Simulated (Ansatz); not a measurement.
Frontier orbitals of CH6GeOSn (`[SnH3][GeH]1[CH2][O]1`).

The species carries charge 0 and has multiplicity 1. Correlated methods include outer-core shells of Ge, Sn, which these sets cover unevenly. Scalar relativity is left out up to krypton. Sn: def2 effective core potential. The structure was optimised at the PBE0-D4/def2-TZVP level. Basis def2-TZVPP, Ansatz 0.2.0.

```tsv
functional	HOMO (eV)	LUMO (eV)	gap (eV)
PBE	-5.91	-1.87	4.04
BLYP	-5.76	-1.79	3.97
PBE0	-6.99	-1.10	5.89
B3LYP	-6.79	-1.33	5.46
LC-ωPBE	-9.53	0.93	10.46
ωB97M-V	-9.10	0.65	9.75
HF	-9.44	1.83	11.27
```

A quarter of exact exchange (PBE0) shifts PBE's HOMO by −1.08 eV and its LUMO by +0.77 eV; full exchange at long range (ωB97M-V) shifts them by −3.19 and +2.52 eV. The gap opens from 4.04 to 9.75 eV, since occupied levels lose self-interaction and empty ones feel all the electrons. A positive LUMO is unbound and depends on the basis.

B3LYP here is the variant with VWN-RPA as its local correlation; programs differ in this. LC-ωPBE has ω = 0.4 bohr⁻¹.
